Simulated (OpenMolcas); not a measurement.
Sn I: effect of the active space

| Quantity | Value |
| --- | --- |
| Program | OpenMolcas 26.06 |
| Method | CASSCF or its RAS form |
| Basis | ANO-RCC-VTZP |
| Scalar Hamiltonian | DKH2, point nucleus |
| Spin-orbit coupling | state interaction with AMFI integrals over the reference wave functions, term energies averaged over their components |

A. 2 electrons in 3 orbitals (5p); 2S+1 = 3 even, 3 roots; 2S+1 = 1 even, 6 roots; cost about 2.5 core-seconds
B. 4 electrons in 4 orbitals (5s 5p); 2S+1 = 3 even, 3 roots; 2S+1 = 1 even, 6 roots; 2S+1 = 5 odd, 1 root; 2S+1 = 3 odd, 5 roots; cost of the order of 12 core-seconds
C. 4 electrons in 8 orbitals (5s 5p 6s 6p); 2S+1 = 3 even, 3 roots; 2S+1 = 1 even, 6 roots; 2S+1 = 5 odd, 1 root; 2S+1 = 3 odd, 5 roots; cost roughly 16 core-seconds
D. 4 electrons in 9 orbitals (RAS2 5s 5p; RAS3 5d, at most 2 electrons); 2S+1 = 3 even, 3 roots; 2S+1 = 1 even, 6 roots; 2S+1 = 5 odd, 1 root; 2S+1 = 3 odd, 8 roots; 2S+1 = 1 odd, 5 roots (0 in the spin-orbit step); cost about 18 core-seconds

Energies in cm-1 above 5s2 5p2 3P0, the measured ground level; measured values from NIST Handbook of Basic Atomic Spectroscopic Data.

| Level | A | B | C | D | Measured |
| --- | --- | --- | --- | --- | --- |
| 5s2 5p2 3P0 | 0.0 | 0.0 | 0.0 | 0.0 | 0.0 |
| 5s2 5p2 3P1 | 1346 | 1450 | 1359 | 1393 | 1692 |
| 5s2 5p2 3P2 | 3045 | 3141 | 2944 | 3095 | 3428 |
| 5s2 5p2 1D2 | 10242 | 10425 | 9894 | 10257 | 8613 |
| 5s2 5p2 1S0 | 21507 | 17425 | 16218 | 19888 | 17162 |

Deviations, from unrounded energies. A percentage is the sum of absolute deviations over the sum of measured energies, with the sign that they share, or ± where signs differ.

```
                        Against measurement  Levels      A      B      C      D
             mean absolute deviation (cm-1)       4   1700    650    760   1300
      fine structure of the ground term (%)       2  -14.2  -10.3  -15.9  -12.3
other terms of the ground configuration (%)       2  +23.2   +8.1   ±8.6  +17.0
```

B lies closest to measurement on these levels and A furthest from it. The largest miss of B in the table is 5s2 5p2 1D2, by +1800 cm-1. The ranking rests on the paired levels alone, and a cruder setting can come out closer through cancelling errors.

Among A to D the level of the table that moves most is 5s2 5p2 1S0, by 5300 cm-1 (lowest in C, highest in A).

With the s shell closed, the reference lacks s² → p² mixing (holds for A). Active for correlation alone: 6p 6s; no level in the range computed is led by a configuration that fills them, so any true level of that kind is missing (holds for C). Some high roots are left out of the spin-orbit mixing, which shifts the levels that they would mix with (holds for D). Active for correlation alone: 5d; no level in the range computed is led by a configuration that fills it, so any true level of that kind is missing (holds for D). Computed and measured levels are paired by configuration, term and J; levels that our copy of the source lacks, or whose pairing is in doubt (as where it misses far off the trend of its configuration), stay unpaired and out of the deviations. Only configurations of the active space appear. Levels that lie high or do not pair safely by name in every column are left out.
